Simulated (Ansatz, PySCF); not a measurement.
H6F2GeSi2, singlet, geometry from GFN2-xTB, atoms displaced at random by about 0.08 Å a coordinate. Base run: R2SCAN/STO-3G, gradient run with PySCF.

Here is a job for PySCF.
```python
from pyscf import gto, scf, dft

mol = gto.Mole()
mol.atom = '''
    Si   -1.57026440    0.79810807   -0.56562165
    F    -2.93743568    0.44264783   -0.76334221
    F    -1.67731128    1.33901252    0.99116331
    Si    0.07339871   -0.70334825   -0.90259245
    Ge    1.63217026   -0.53141569    0.70282717
    H    -1.42660115    2.15174384   -1.35525107
    H     0.60504616   -0.42731222   -2.35646472
    H    -0.42182906   -1.96230348   -0.89175236
    H     2.95950073   -1.27713380    0.34943827
    H     2.44149763    0.78540739    0.76912138
    H     1.55544717   -0.81404040    2.16267317
'''
mol.basis = 'sto-3g'
mol.verbose = 4
mol.build()

mf = dft.RKS(mol)
mf.xc = 'r2scan'
mf.kernel()
g = mf.nuc_grad_method()
grad = g.kernel()
```

Programs used: Ansatz (an electronic-structure program), PySCF; a row that names a program was run with it.

The coordinate followed is y of atom 1.

The base run was repeated with changes; each row names its change, and settings that it needs were set with it.

```json
[
 {"change": "base", "dE/dx (Eh/bohr)": "-0.125563", "net force (Eh/bohr)": "0.009366"},
 {"change": "finite difference step (bohr) = 0.01; conv_tol = 1e-11", "dE/dx (Eh/bohr)": "-0.125050", "net force (Eh/bohr)": "-"},
 {"change": "finite difference step (bohr) = 1e-3; conv_tol = 1e-11", "dE/dx (Eh/bohr)": "-0.125056", "net force (Eh/bohr)": "-"},
 {"change": "finite difference step (bohr) = 0.05; conv_tol = 1e-11", "dE/dx (Eh/bohr)": "-0.124918", "net force (Eh/bohr)": "-"},
 {"change": "code = ansatz", "dE/dx (Eh/bohr)": "-0.125139", "net force (Eh/bohr)": "0.000000"},
 {"change": "density fitting = on", "dE/dx (Eh/bohr)": "-0.125535", "net force (Eh/bohr)": "0.009366"},
 {"change": "finite difference step (bohr) = 0.2; conv_tol = 1e-11", "dE/dx (Eh/bohr)": "…", "net force (Eh/bohr)": "-"},
 {"change": "conv_tol = 1e-11", "dE/dx (Eh/bohr)": "-0.125563", "net force (Eh/bohr)": "0.009366"},
 {"change": "grids.level = 5; grid_response = off", "dE/dx (Eh/bohr)": "-0.125074", "net force (Eh/bohr)": "0.001789"},
 {"change": "conv_tol = 1e-6", "dE/dx (Eh/bohr)": "-0.125575", "net force (Eh/bohr)": "0.009366"},
 {"change": "grids.level = 1; grid_response = on", "dE/dx (Eh/bohr)": "-0.125638", "net force (Eh/bohr)": "0.000000"},
 {"change": "grids.level = 0; grid_response = off", "dE/dx (Eh/bohr)": "…", "net force (Eh/bohr)": "0.107797"}
]
```

Fill in the missing entries.


- finite difference step (bohr) = 0.2; conv_tol = 1e-11, dE/dx (Eh/bohr): -0.122862
- grids.level = 0; grid_response = off, dE/dx (Eh/bohr): -0.120513

The net force is zero for an exact gradient.
